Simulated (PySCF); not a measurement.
**One molecule, many functionals**

C2H6GeN2.
SMILES: `N#C[CH2][GeH2][NH2]`

Linear-response calculations in the def2-SVPD basis (PySCF; singlets by full response, triplets Tamm–Dancoff, core orbitals frozen in the response; HF means time-dependent Hartree–Fock). 'Strongest' is the level of largest summed f among the singlets computed (10 roots, of which the last may lack a degenerate partner); it can jump between rows when another state enters that window. S1 is the lowest singlet of each run and needn't be the same state throughout; f(S1) is that of one state. One conformer (not necessarily the lowest) at the PBE0-D3(BJ)/def2-SVP geometry, without solvent, vibrations or thermal averaging. The LDA/def2-SVPD calculation is non-relativistic and has no spin–orbit coupling, an omission that weighs most on germanium.

```
functional                               kind  S1 (eV)  f(S1)  strongest (eV)  T1 (eV)  HOMO (eV)  gap (eV)  ionisation energy, ΔSCF (eV)
       LDA                                LDA     5.41  0.004            6.93     5.25      -6.40      5.34                         10.04
       PBE                                GGA     5.49  0.003            6.92     5.29      -6.28      5.43                          9.86
     B3LYP  global hybrid, 20% exact exchange     6.12  0.014            7.41     5.74      -7.46      7.17                          9.81
      PBE0  global hybrid, 25% exact exchange     6.32  0.018            7.60     5.88      -7.70      7.67                          9.81
 BHandHLYP  global hybrid, 50% exact exchange     6.77  0.027            7.60     6.01      -9.04      9.65                          9.86
 CAM-B3LYP             range-separated hybrid     6.45  0.023            7.69     6.00      -9.11      9.85                         10.03
   wB97X-D             range-separated hybrid     6.60  0.027            7.78     6.22      -9.61     11.22                          9.99
   LC-wPBE             range-separated hybrid     6.96  0.029            7.88     6.16     -10.49     12.26                         10.15
        HF                       Hartree–Fock     6.87  0.000            9.49     5.42     -11.14     13.22                   not settled
```

S1 runs from 5.41 eV (LDA) to 6.96 eV (LC-wPBE), a spread of 1.56 eV, while the orbital gap spreads over 7.9 eV. Along PBE (0%), B3LYP (20%), PBE0 (25%), BHandHLYP (50%), HF (100%) S1 rises with the share of exact exchange. −ε(HOMO) comes closest to its own ΔSCF ionisation energy with LC-wPBE (+0.34 eV) and misses most with LDA (-3.63 eV). 'Not settled' means that the ion's SCF failed to converge or may have ended in another state than the lowest.
